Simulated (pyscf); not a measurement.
F–GeH: [singlet] + F–GeH₃ → F–GeH₂–F + GeH₂ [singlet] (four-centre exchange; singlet surface; F–Ge, Ge–H broken, F–Ge, Ge–H formed). Single points on ωB97X-D3(BJ)/def2-SVP structures (PySCF, gas phase). Energies in kcal/mol from the separated reactants.

```tsv
level	barrier	reaction energy
ωB97X-D3(BJ)/def2-TZVP	5.1	+9.6
PBE/def2-TZVP	5.4	+11.1
r²SCAN/def2-TZVP	(withheld)	+9.8
B3LYP-D3(BJ)/def2-TZVP	(withheld)	(withheld)
PBE0-D3(BJ)/def2-TZVP	5.0	+9.6
ωB97M-D3(BJ)/def2-TZVP	8.2	+9.7
```

Complete the blanks.


- r²SCAN/def2-TZVP, barrier: 3.8
- B3LYP-D3(BJ)/def2-TZVP, barrier: 7.8
- B3LYP-D3(BJ)/def2-TZVP, reaction energy: +10.4

On the reactant side the descent ends in a bound adduct, 8.9 kcal/mol under the separated species and 14.0 kcal/mol under the saddle at ωB97X-D3(BJ)/def2-TZVP. On the product side the descent ends in an adduct with a F–Ge contact, 10.7 kcal/mol under the separated species and 6.2 kcal/mol under the saddle at ωB97X-D3(BJ)/def2-TZVP. At ωB97X-D3(BJ)/def2-TZVP, PBE, r²SCAN, B3LYP-D3(BJ), PBE0-D3(BJ), ωB97M-D3(BJ) the saddle lies under the separated products, which points to a path from their complex (located at ωB97X-D3(BJ) alone), and parting the products costs more than the saddle. What is counted as broken (F–Ge) persists as a longer contact in the product adduct; parting that adduct is a step of its own. The same reactants have a lower exit, to F–Ge:–F [singlet] + GeH₄ (barrier -0.7 kcal/mol at ωB97M-D3(BJ)/def2-TZVP, against +8.2 kcal/mol here). One saddle was located; it need not be the lowest between these sides. Elements up to Kr have no core potential and no relativistic terms here.
